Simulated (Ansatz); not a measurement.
Consider the ligand exchange at the Si–O bond: `[OH][Sn][O][SiH3]` + `C[SiH2]BO` → `C[SiH2]BO[SiH3]` + `[OH][Sn][OH]`.

Computed with Ansatz on PBE0-D4/def2-TZVP structures; ΔE is electronic, products minus reactants. CCSD(T)/CBS adds triple-zeta CCSD(T) − MP2 to the extrapolated MP2 energy (def2 sets, frozen cores). DFT in def2-TZVPP. B3LYP here is the variant with VWN-RPA as its local correlation; programs differ in this. Elements past krypton have def2 core potentials. For Sn outer-core shells are correlated without core-valence functions, which leaves a few kJ/mol of doubt a bond. One conformer a species, not always the lowest.

Task: Is it downhill or uphill in electronic energy at CCSD(T)/CBS, and by how much? (Best estimate.)

Result: Ansatz gave: Uphill: ΔE = +0.28 eV.

Task: What do these levels give: PBE0-D4, B3LYP-D4, ωB97X-V, ωB97M-V, B2PLYP, PBE, r2SCAN, PBE0, B3LYP, HF/def2-TZVPP, MP2/CBS(def2), CCSD/CBS(def2)? (Estimate.)

Result: The calculation gave: PBE0-D4 0.29, B3LYP-D4 0.29, ωB97X-V 0.28, ωB97M-V 0.29, B2PLYP 0.27, PBE 0.26, r2SCAN 0.27, PBE0 0.27, B3LYP 0.26, HF/def2-TZVPP 0.27, MP2/CBS(def2) 0.28, CCSD/CBS(def2) 0.28 eV.

Largest T1 diagnostic among the species: 0.018.

The D4 term adds +0.03 eV with B3LYP and +0.02 eV with PBE0; it sums over pairs of atoms, weighted by their polarisabilities, and B3LYP, whose exchange is more repulsive, gets the larger term.
